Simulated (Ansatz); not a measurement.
Ansatz (a quantum-chemistry and plane-wave program) input:

Ansatz 0.2 input:
```yaml
crystal:
  periodic: [false, false, false]
  atoms:
    - {symbol: C, position_ang: [-0.00000000, -0.00000000, -1.36999048]}
    - {symbol: C, position_ang: [-0.00000000, -0.00000000, -0.00255813]}
    - {symbol: N, position_ang: [0.00000000, 0.00000000, 1.17647024]}
basis:
  gaussian:
    orbitals: def2-TZVP
hamiltonian:
  xc: {name: SVWN5}
magnetization: {spin_polarized: true, initial_magnetization: 1}
relax: {f_tol: 0.003, max_steps: 100}
```

Q: What final total energy does it print?

A: -129.64125 Eh (SVWN5/def2-TZVP). The basis has 93 functions.

It need not be the lowest isomer of its formula.
